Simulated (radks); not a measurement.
Results of a calculation; reference values are marked as such.
All-electron atom: the thallium ion Tl2+ in [Xe] 4f14 5d10 6s1.

Code: a radial shooting solver on a logarithmic mesh with Libxc functionals. Model: Dirac Kohn-Sham, LDA (Slater exchange, Perdew-Wang correlation), spin-unpolarised, spherical densities, finite nucleus; Fermi nuclear charge, rms radius 5.4759 fm.

Energy parts (hartree):
| part | energy |
|---|---|
| total | -20271.5452 |
| kinetic | 23462.1349 |
| electron-nucleus | -51161.5585 |
| Hartree | 7798.1164 |
| exchange-correlation | -370.2380 |

Orbitals (lengths in bohr, moments of r in powers of bohr; r(max) is where P^2 peaks):
[
 {"orbital": "1s1/2", "occ.": "2", "eigenvalue (hartree)": "-3137.788", "r(max)": "0.01004"},
 {"orbital": "2s1/2", "occ.": "2", "eigenvalue (hartree)": "-558.8546", "r(max)": "0.05841"},
 {"orbital": "2p1/2", "occ.": "2", "eigenvalue (hartree)": "-536.8567", "r(max)": "0.04280"},
 {"orbital": "2p3/2", "occ.": "4", "eigenvalue (hartree)": "-461.0344", "r(max)": "0.05040"},
 {"orbital": "3s1/2", "occ.": "2", "eigenvalue (hartree)": "-133.8720", "r(max)": "0.1644"},
 {"orbital": "3p1/2", "occ.": "2", "eigenvalue (hartree)": "-123.8763", "r(max)": "0.1531"},
 {"orbital": "3p3/2", "occ.": "4", "eigenvalue (hartree)": "-107.0240", "r(max)": "0.1685"},
 {"orbital": "3d3/2", "occ.": "4", "eigenvalue (hartree)": "-90.38459", "r(max)": "0.1309"},
 {"orbital": "3d5/2", "occ.": "6", "eigenvalue (hartree)": "-86.78213", "r(max)": "0.1351"},
 {"orbital": "4s1/2", "occ.": "2", "eigenvalue (hartree)": "-30.36243", "r(max)": "0.3696"},
 {"orbital": "4p1/2", "occ.": "2", "eigenvalue (hartree)": "-26.04767", "r(max)": "0.3672"},
 {"orbital": "4p3/2", "occ.": "4", "eigenvalue (hartree)": "-21.94107", "r(max)": "0.3987"},
 {"orbital": "4d3/2", "occ.": "4", "eigenvalue (hartree)": "-14.86319", "r(max)": "0.3903"},
 {"orbital": "4d5/2", "occ.": "6", "eigenvalue (hartree)": "-14.09681", "r(max)": "0.3999"},
 {"orbital": "4f5/2", "occ.": "6", "eigenvalue (hartree)": "-4.94886", "r(max)": "0.3552"},
 {"orbital": "4f7/2", "occ.": "8", "eigenvalue (hartree)": "-4.77968", "r(max)": "0.3597"},
 {"orbital": "5s1/2", "occ.": "2", "eigenvalue (hartree)": "-5.47061", "r(max)": "0.8082"},
 {"orbital": "5p1/2", "occ.": "2", "eigenvalue (hartree)": "-4.01475", "r(max)": "0.8489"},
 {"orbital": "5p3/2", "occ.": "4", "eigenvalue (hartree)": "-3.26347", "r(max)": "0.9277"},
 {"orbital": "5d3/2", "occ.": "4", "eigenvalue (hartree)": "-1.27840", "r(max)": "1.095"},
 {"orbital": "5d5/2", "occ.": "6", "eigenvalue (hartree)": "-1.19497", "r(max)": "1.130"},
 {"orbital": "6s1/2", "occ.": "1", "eigenvalue (hartree)": "-0.94806", "r(max)": "1.997"}
]

The highest occupied level is 6s1/2 at -25.798 eV. Summed over all electrons, <r^2> = 44.15 bohr^2, which gives a Langevin (diamagnetic) susceptibility term of -35 x 10^-6 cm^3/mol.
